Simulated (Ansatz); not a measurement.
Z-matrix (Å, degrees):
```
C
Ga 1 2.004
F 1 1.407 2 103.5
H 1 1.093 2 114.5 3 116.8
H 1 1.093 2 114.5 3 -116.7
H 2 1.569 1 119.4 3 -87.3
H 2 1.569 1 119.5 3 88.4
```

Total charge 0; spin multiplicity 1.

(1) List the B3LYP/def2-TZVPP orbital energies in eV (Ansatz 0.2.0). (Estimate.)

Results:

(1) Ansatz gave: Occupied: -10137.86, -1249.65, -1106.92, -1106.78, -1106.78, -671.23, -278.48, -149.67, -103.17, -102.81, -102.80, -32.37, -22.96, -22.80, -22.79, -22.64, -22.62, -18.53, -13.31, -13.13, -13.03, -11.20, -9.65, -8.40, -7.60. Lowest empty: -2.15, 0.50, 1.13, 2.18, 2.38, 2.57, 2.77, 4.00.

B3LYP here is the variant with VWN-RPA as its local correlation; programs differ in this.
